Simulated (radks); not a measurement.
The numbers below are computed, except where a source is named.
Task: Isoelectronic series with 45 electrons, each ion in its NIST ground configuration. Level of theory: scalar-relativistic Kohn-Sham, SCAN, spin-polarised, spherical densities, finite nucleus; open shells are filled with parallel spins first (spin-orbit coupling, left out, can overturn this in heavy ions); meta-GGA in the generalised Kohn-Sham scheme; Fermi nuclear charge, rms radius of each element as measured or else 0.836 A^(1/3) + 0.57 fm (a radial shooting solver on a logarithmic mesh with Libxc functionals). Total energies (hartree) and mean radii <r> (bohr):

ion   configuration  E (hartree)  4d down   4d up  4p down
Rh     [Kr] 4d8 5s1  -4785.09421    1.590   1.589    1.082
Pd+        [Kr] 4d9  -5046.53110    1.461   1.446    1.042
Cd3+       [Kr] 4d9  -5593.33056    1.195   1.190   0.9536
In4+       [Kr] 4d9  -5878.69570    1.107   1.104   0.9134
Sn5+       [Kr] 4d9  -6172.06164    1.035   1.032   0.8760
Sb6+       [Kr] 4d9  -6473.46128   0.9735  0.9715   0.8414
Te7+       [Kr] 4d9  -6782.92272   0.9207  0.9191   0.8093
I8+        [Kr] 4d9  -7100.49348   0.8744  0.8730   0.7795
Xe9+       [Kr] 4d9  -7426.20576   0.8332  0.8321   0.7519

Estimate the row of Ag2+ ([Kr] 4d9).

Result: E (hartree) -5315.94888; 4d down 1.308; 4d up 1.300; 4p down 0.9965.
